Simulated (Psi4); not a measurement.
C4H5, doublet, at a GFN2-xTB geometry. Base run: Psi4 with B3LYP/6-31G*.

Input for Psi4:
```
memory 2 GB

molecule mol {
0 2
  C    -0.022051   -0.684734    0.841151
  C    -0.008266    0.634910    0.883504
  C     0.002013   -0.841773   -0.653042
  C     0.018743    0.708253   -0.634532
  H    -0.012904    1.395506    1.636918
  H    -0.886901   -1.293610   -1.086114
  H     0.895190   -1.313212   -1.055354
  H     0.928429    1.145819   -1.043477
  H    -0.866448    1.165562   -1.074458
}

set basis 6-31g*
set reference uks

energy('b3lyp')
print_variables()
```

The base run was repeated with changes; each row names its change, and settings that it needs were set with it.

| change | ΔE vs base (µEh) | SCF cycles | grid points | basis functions |
|---|---|---|---|---|
| base | 0.0 | 11 | 191406 | 70 |
| puream = true | 3059 | 11 | 191406 | 66 |
| scf_type = pk | 47.2 | 11 | 191406 | 70 |
| scf_type = dfdirj+link | -54.5 | 11 | 191406 | 70 |
| dft_nuclear_scheme = stratmann | -6.0 | 11 | 176954 | 70 |
| dft_basis_tolerance = 1e-8 | 0.0 | 11 | 189048 | 70 |
| scf_type = mem_df | 0.0 | 11 | 191406 | 70 |
| scf_initial_accelerator = ediis | 0.0 | 11 | 191406 | 70 |
| guess = sadno | 0.0 | 11 | 191406 | 70 |
| scf_initial_accelerator = none | 0.0 | 11 | 191406 | 70 |
| cholesky_tolerance = 1e-3 (with scf_type cd) | -2111 | 11 | 191406 | 70 |
| scf_type = disk_df | 0.0 | 11 | 191406 | 70 |
| guess = core | 0.0 | 14 | 191406 | 70 |

Open shells are given as the SCF converged; they aren't shown to be the lowest states, and a large step between rows can be another state.
